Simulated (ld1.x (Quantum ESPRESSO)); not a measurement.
# Cu, PAW: configuration errors across variants

| Item | Value |
| --- | --- |
| Element | Cu |
| Generator | ld1.x (Quantum ESPRESSO) 7.5 |
| Type | PAW |
| Functional | LDA (PZ) |
| Relativity | scalar-relativistic |
| Frozen core | [Ne] |
| Valence charge | 19 |
| Reference configuration | 3s2 3p6 3d9.5 4s0 4p0 (charge +1.5) |
| Partial waves | 3s (bound): rcut 1.05, rcutus 1.40 bohr; 4s (bound, empty): rcut 1.05, rcutus 1.40 bohr; 3p (bound): rcut 1.05, rcutus 1.20 bohr; 4p (bound, empty): rcut 1.05, rcutus 1.20 bohr; 3d (bound): rcut 0.90, rcutus 1.10 bohr; 3d channel at -0.35 Ry: rcut 0.90, rcutus 1.10 bohr |
| Local potential | all-electron potential smoothed inside 0.95 bohr (lloc = -1) |
| Core correction | Bessel-smoothed model core inside 0.90 bohr |
| Augmentation charge | BESSEL, radius 0.75 bohr |

All-electron excitation energies from the reference (eV): (1) 3s2 3p6 3d10 4s1 4p0 -17.279; (2) 3s2 3p6 3d10 4s0 4p0 -8.844; (3) 3s2 3p6 3d9 4s0 4p0 12.843; (4) 3s2 3p6 3d10 4s0.5 4p0 -13.976; (5) 3s2 3p6 3d10 4s0 4p1 -13.022; (6) 3s2 3p6 3d8 4s0 4p0 52.207; (7) 3s2 3p6 3d9 4s1 4p0 -5.377; (8) 3s2 3p6 3d9.5 4s0 4p0 spin -0.058; (9) 3s2 3p6 3d10 4s1 4p0 spin -17.462.

Spin tests fill each open shell by Hund’s rule, majority spin first.

The overlap operator is not positive definite (basis up to 400 Ry) in “base”, “wave 3d channel at -0.35 Ry: rcut 0.90, rcutus 1.10 bohr becomes 3d channel at -1.47 Ry: rcut 0.90, rcutus 1.10 bohr”, “wave 3d channel at -0.35 Ry: rcut 0.90, rcutus 1.10 bohr becomes 3d channel at -1.39 Ry: rcut 0.90, rcutus 1.10 bohr”, “wave 3d channel at -0.35 Ry: rcut 0.90, rcutus 1.10 bohr becomes 3d channel at -1.28 Ry: rcut 0.90, rcutus 1.10 bohr”, “wave 3d channel at -0.35 Ry: rcut 0.90, rcutus 1.10 bohr becomes 3d channel at -1.01 Ry: rcut 0.90, rcutus 1.10 bohr”, “wave 3d channel at -0.35 Ry: rcut 0.90, rcutus 1.10 bohr becomes 3d channel at -0.61 Ry: rcut 0.90, rcutus 1.10 bohr”, “wave 3d channel at -0.35 Ry: rcut 0.90, rcutus 1.10 bohr becomes 3d channel at -0.11 Ry: rcut 0.90, rcutus 1.10 bohr”, “wave 3d channel at -0.35 Ry: rcut 0.90, rcutus 1.10 bohr becomes 3d channel at 2.69 Ry: rcut 0.90, rcutus 1.10 bohr”, “wave 3d channel at -0.35 Ry: rcut 0.90, rcutus 1.10 bohr becomes 3d channel at 4.81 Ry: rcut 0.90, rcutus 1.10 bohr”. Such files are unfit for use, however small their errors in these radial tests.

Errors AE − PS in meV (a dash: test not solved or not reliable):

| change | (1) | (2) | (3) | (4) | (5) | (6) | (7) | (8) | (9) | bound ghosts |
| --- | --- | --- | --- | --- | --- | --- | --- | --- | --- | --- |
| base | -3.5 | -0.2 | -3.5 | -1.8 | +2.2 | -56 | -0.4 | 0.0 | -3.5 | not determined (overlap not positive) |
| wave 3d channel at -0.35 Ry: rcut 0.90, rcutus 1.10 bohr becomes 3d channel at -1.47 Ry: rcut 0.90, rcutus 1.10 bohr | -2.8 | +0.2 | -2.5 | -1.2 | +2.6 | -46 | +0.6 | 0.0 | -2.9 | not determined (overlap not positive) |
| wave 3d channel at -0.35 Ry: rcut 0.90, rcutus 1.10 bohr becomes 3d channel at -1.39 Ry: rcut 0.90, rcutus 1.10 bohr | -3.1 | -0.1 | -3.1 | -1.5 | +2.3 | -53 | +0.1 | 0.0 | -3.2 | not determined (overlap not positive) |
| wave 3d channel at -0.35 Ry: rcut 0.90, rcutus 1.10 bohr becomes 3d channel at -1.28 Ry: rcut 0.90, rcutus 1.10 bohr | -3.2 | -0.2 | -3.4 | -1.7 | +2.2 | -56 | 0.0 | 0.0 | -3.4 | not determined (overlap not positive) |
| wave 3d channel at -0.35 Ry: rcut 0.90, rcutus 1.10 bohr becomes 3d channel at -1.01 Ry: rcut 0.90, rcutus 1.10 bohr | -3.4 | -0.3 | -3.6 | -1.8 | +2.1 | -58 | -0.2 | 0.0 | -3.6 | not determined (overlap not positive) |
| wave 3d channel at -0.35 Ry: rcut 0.90, rcutus 1.10 bohr becomes 3d channel at -0.61 Ry: rcut 0.90, rcutus 1.10 bohr | -3.4 | -0.2 | -3.5 | -1.8 | +2.1 | -57 | -0.4 | 0.0 | -3.5 | not determined (overlap not positive) |
| wave 3d channel at -0.35 Ry: rcut 0.90, rcutus 1.10 bohr becomes 3d channel at -0.11 Ry: rcut 0.90, rcutus 1.10 bohr | -3.3 | -0.2 | -3.4 | -1.7 | +2.2 | -54 | -0.5 | 0.0 | -3.5 | not determined (overlap not positive) |
| wave 3d channel at -0.35 Ry: rcut 0.90, rcutus 1.10 bohr becomes 3d channel at 2.69 Ry: rcut 0.90, rcutus 1.10 bohr | -0.3 | +0.7 | -0.8 | +0.5 | +4.1 | -4.2 | -6.4 | -0.1 | -0.4 | not determined (overlap not positive) |
| wave 3d channel at -0.35 Ry: rcut 0.90, rcutus 1.10 bohr becomes 3d channel at 4.81 Ry: rcut 0.90, rcutus 1.10 bohr | +1.0 | +0.1 | -1.3 | +1.0 | +4.7 | -4.0 | -12 | -0.1 | +1.0 | not determined (overlap not positive) |

Q: Give the same row for: wave 3d channel at -0.35 Ry: rcut 0.90, rcutus 1.10 bohr becomes 3d channel at 0.96 Ry: rcut 0.90, rcutus 1.10 bohr.

A: -2.7, +0.1, -2.6, -1.2, +2.6, -41, -1.2, 0.0, -2.8; bound ghosts: not determined (overlap not positive). Its overlap operator is not positive definite in a basis up to 400 Ry (lowest eigenvalue s -0.03, p -5.25), so the file is unfit for use: the generalised eigenproblem breaks down once the basis is large enough, and its test numbers describe a broken file.
